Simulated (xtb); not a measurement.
AgCl, singlet, from a rough starting geometry (GFN-xTB shapes and energies of metal compounds can be far from the true ones); GFN2-xTB in xtb.

Input for xtb:
```
$ xtb mol.xyz --gfn 2 --opt vtight --json

# file mol.xyz
2

Ag    -0.68988725    -0.60093423    -0.67097676
Cl     0.70025616     0.55257737     0.68991348
```

Q: Write the output that xtb gives for this input, abridged.

A: 
```
   ID    Z sym.   atoms
    1   47 Ag     1
    2   17 Cl     2

           -------------------------------------------------
          |                Calculation Setup                |
           -------------------------------------------------

           -------------------------------------------------
          |                 G F N 2 - x T B                 |
           -------------------------------------------------

          ...................................................
          :                      SETUP                      :
          :.................................................:
          :  # basis functions                  20          :
          :  # atomic orbitals                  18          :
          :  # shells                            6          :
          :  # electrons                        18          :
          :  max. iterations                   250          :
          :  Hamiltonian                  GFN2-xTB          :
          :  restarted?                      false          :
          :  GBSA solvation                  false          :
          :  PC potential                    false          :
          :  electronic temp.          300.0000000     K    :
          :  accuracy                    1.0000000          :
          :  -> integral cutoff          0.2500000E+02      :
          :  -> integral neglect         0.1000000E-07      :
          :  -> SCF convergence          0.1000000E-05 Eh   :
          :  -> wf. convergence          0.1000000E-03 e    :
          :  Broyden damping             0.4000000          :
          :  net charge                          0          :
          :  unpaired electrons                  0          :
          ...................................................

 iter      E             dE          RMSdq      gap      omega  full diag
   1     -8.4695520 -0.846955E+01  0.730E+00    3.59       0.0  T
   2     -8.4702294 -0.677406E-03  0.490E+00    3.75       1.0  T
   3     -8.4706770 -0.447642E-03  0.624E-01    3.97       1.0  T
   4     -8.4707280 -0.510166E-04  0.339E-01    3.99       1.0  T
   5     -8.4707736 -0.455738E-04  0.157E-01    4.01       1.0  T
   6     -8.4707859 -0.123197E-04  0.108E-01    4.02       1.0  T
   7     -8.4707949 -0.899470E-05  0.309E-03    4.02      22.9  T
   8     -8.4707949 -0.876307E-09  0.121E-03    4.02      58.6  T
   9     -8.4707949 -0.149658E-10  0.457E-05    4.02    1546.0  T
  10     -8.4707949 -0.195399E-12  0.207E-05    4.02    3414.9  T

   *** convergence criteria satisfied after 10 iterations ***

         :::::::::::::::::::::::::::::::::::::::::::::::::::::
         ::                     SUMMARY                     ::
         :::::::::::::::::::::::::::::::::::::::::::::::::::::
         :: total energy              -8.467963643266 Eh    ::
         :: gradient norm              0.011855020789 Eh/a0 ::
         :: HOMO-LUMO gap              4.021535727426 eV    ::
         ::.................................................::
         :: SCC energy                -8.470794936956 Eh    ::
         :: -> isotropic ES            0.014518597119 Eh    ::
         :: -> anisotropic ES          0.003441495510 Eh    ::
         :: -> anisotropic XC         -0.005604174665 Eh    ::
         :: -> dispersion             -0.000872784525 Eh    ::
         :: repulsion energy           0.002831293690 Eh    ::
         :: add. restraining           0.000000000000 Eh    ::
         :: total charge               0.000000000000 e     ::
         :::::::::::::::::::::::::::::::::::::::::::::::::::::

      -----------------------------------------------------------
     |                   =====================                   |
     |                        A N C O P T                        |
     |                   =====================                   |
     |               Approximate Normal Coordinate               |
     |                Rational Function Optimizer                |
      -----------------------------------------------------------
      -----------------------------------------------------------
     |                   =====================                   |
     |                        A N C O P T                        |
     |                   =====================                   |
     |               Approximate Normal Coordinate               |
     |                Rational Function Optimizer                |
      -----------------------------------------------------------

          ...................................................
          :                      SETUP                      :
          :.................................................:
          :   optimization level         verytight          :
          :   max. optcycles                   200          :
          :   ANC micro-cycles                  20          :
          :   degrees of freedom                 1          :
          :.................................................:
          :   RF solver                   davidson          :
          :   write xtbopt.log                true          :
          :   linear (good luck)              true          :
          :   energy convergence         0.1000000E-06 Eh   :
          :   grad. convergence          0.2000000E-03 Eh/α :
          :   maxmium RF displ.          1.0000000          :
          :   Hlow (freq-cutoff)         0.1000000E-01      :
          :   Hmax (freq-cutoff)         5.0000000          :
          :   S6 in model hess.         20.0000000          :
          ...................................................

generating ANC from exact Hessian ...
Using Lindh-Hessian (1995)
 Shifting diagonal of input Hessian by    0.0000000000000000
 Lowest  eigenvalues of input Hessian
    0.000000    0.000000    0.000000    0.000000    0.000000    0.125112
 Highest eigenvalues
    0.000000    0.000000    0.000000    0.000000    0.000000    0.125112

[...]
 * total energy  :    -8.4679636 Eh     change       -0.1598721E-13 Eh
 * total energy  :    -8.4683132 Eh     change       -0.3496050E-03 Eh
 * total energy  :    -8.4683798 Eh     change       -0.6656169E-04 Eh
 * total energy  :    -8.4683804 Eh     change       -0.6168322E-06 Eh
 * total energy  :    -8.4683806 Eh     change       -0.1480070E-06 Eh
 * total energy  :    -8.4683806 Eh     change       -0.1672689E-09 Eh
   *** GEOMETRY OPTIMIZATION CONVERGED AFTER 6 ITERATIONS ***
[...]
          :  # shells                            6          :
          :  # electrons                        18          :
          :  max. iterations                   250          :
          :  Hamiltonian                  GFN2-xTB          :
          :  restarted?                      false          :
          :  GBSA solvation                  false          :
          :  PC potential                    false          :
          :  electronic temp.          300.0000000     K    :
          :  accuracy                    1.0000000          :
          :  -> integral cutoff          0.2500000E+02      :
          :  -> integral neglect         0.1000000E-07      :
          :  -> SCF convergence          0.1000000E-05 Eh   :
          :  -> wf. convergence          0.1000000E-03 e    :
          :  Broyden damping             0.4000000          :
          :  net charge                          0          :
          :  unpaired electrons                  0          :
          ...................................................

 iter      E             dE          RMSdq      gap      omega  full diag
   1     -8.4723154 -0.847232E+01  0.349E-05    4.12       0.0  T
   2     -8.4723154 -0.287770E-12  0.299E-05    4.12    2368.0  T
   3     -8.4723154 -0.746070E-12  0.136E-05    4.12    5211.8  T

   *** convergence criteria satisfied after 3 iterations ***

         :::::::::::::::::::::::::::::::::::::::::::::::::::::
         ::                     SUMMARY                     ::
         :::::::::::::::::::::::::::::::::::::::::::::::::::::
         :: total energy              -8.468380575013 Eh    ::
         :: gradient norm              0.000001471394 Eh/a0 ::
         :: HOMO-LUMO gap              4.117998797923 eV    ::
         ::.................................................::
         :: SCC energy                -8.472315433127 Eh    ::
         :: -> isotropic ES            0.014009734813 Eh    ::
         :: -> anisotropic ES          0.003137705541 Eh    ::
         :: -> anisotropic XC         -0.005420295205 Eh    ::
         :: -> dispersion             -0.000872697985 Eh    ::
         :: repulsion energy           0.003934858114 Eh    ::
         :: add. restraining           0.000000000000 Eh    ::
         :: total charge              -0.000000000000 e     ::
         :::::::::::::::::::::::::::::::::::::::::::::::::::::

           -------------------------------------------------
          |                Property Printout                |
           -------------------------------------------------

    * Orbital Energies and Occupations

         #    Occupation            Energy/Eh            Energy/eV
      -------------------------------------------------------------
         1        2.0000           -1.0305721             -28.0433
         2        2.0000           -0.4505842             -12.2610
         3        2.0000           -0.4257122             -11.5842
         4        2.0000           -0.4257122             -11.5842
         5        2.0000           -0.4118554             -11.2072
         6        2.0000           -0.4118554             -11.2072
         7        2.0000           -0.3990175             -10.8578
         8        2.0000           -0.3990175             -10.8578
         9        2.0000           -0.3980719             -10.8321 (HOMO)
        10                         -0.2467383              -6.7141 (LUMO)
        11                         -0.1184992              -3.2245
        12                         -0.1184992              -3.2245
        13                          0.0526043               1.4314
        14                          0.0526043               1.4314
        15                          0.0551228               1.5000
        16                          0.0551228               1.5000
        17                          0.0596192               1.6223
        18                          0.2744928               7.4693
      -------------------------------------------------------------
                  HL-Gap            0.1513337 Eh            4.1180 eV
             Fermi-level           -0.3224051 Eh           -8.7731 eV

     #   Z          covCN         q      C6AA      α(0)
     1  47 Ag       0.804     0.294   251.938    33.076
     2  17 Cl       0.804    -0.294   108.425    15.929

 Mol. C6AA /au·bohr⁶  :        682.688792
 Mol. C8AA /au·bohr⁸  :      46539.852030
 Mol. α(0) /au        :         49.004863

Wiberg/Mayer (AO) data.
largest (>0.10) Wiberg bond orders for each atom

 ---------------------------------------------------------------------------
     #   Z sym  total        # sym  WBO       # sym  WBO       # sym  WBO
 ---------------------------------------------------------------------------
     1  47 Ag   1.202 --     2 Cl   1.202
     2  17 Cl   1.202 --     1 Ag   1.202
 ---------------------------------------------------------------------------

Topologies differ in total number of bonds
Writing topology from bond orders to xtbtopo.mol

molecular dipole:
                 x           y           z       tot (Debye)
 q only:       -0.754      -0.626      -0.738
   full:       -1.310      -1.087      -1.282       5.416
molecular quadrupole (traceless):
                xx          xy          yy          xz          yz          zz
 q only:       -0.030       0.042       0.078      -0.031       0.034      -0.048
  q+dip:        0.140       1.431      -0.182       1.547       1.387       0.042
   full:        0.110       1.216      -0.132       1.293       1.176       0.022

optimized geometry written to: xtbopt.xyz

           -------------------------------------------------
          | TOTAL ENERGY               -8.468380575013 Eh   |
          | GRADIENT NORM               0.000001471394 Eh/α |
          | HOMO-LUMO GAP               4.117998797923 eV   |
           -------------------------------------------------

normal termination of xtb
```
